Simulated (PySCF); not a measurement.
The multiplicity is imposed and other spin states were not computed.

Cartesian coordinates (Å):
```xyz
5

Cd    -0.0630     0.0061    -0.0179
N     -0.7185    -1.8875    -0.3593
H     -0.5749    -2.4548     0.4908
H     -0.1185    -2.3311    -1.0722
Br     0.4876     2.3464     0.3282
```
Charge 0, spin multiplicity 1.

Task: What LUMO, charge on the central atom (Mulliken), HOMO–LUMO gap, dipole moment and total energy does PBE-D3(BJ)/def2-TZVP // PBE-D3(BJ)/def2-SVP run with PySCF 2.14.0 give?

Result: 
```
Item                                          Result
-------------------------------------  -------------
LUMO                                        -2.39 eV
charge on the central atom (Mulliken)         0.65 e
HOMO–LUMO gap                                3.76 eV
dipole moment                                 2.52 D
total energy                           -2797.5063 Ha
```
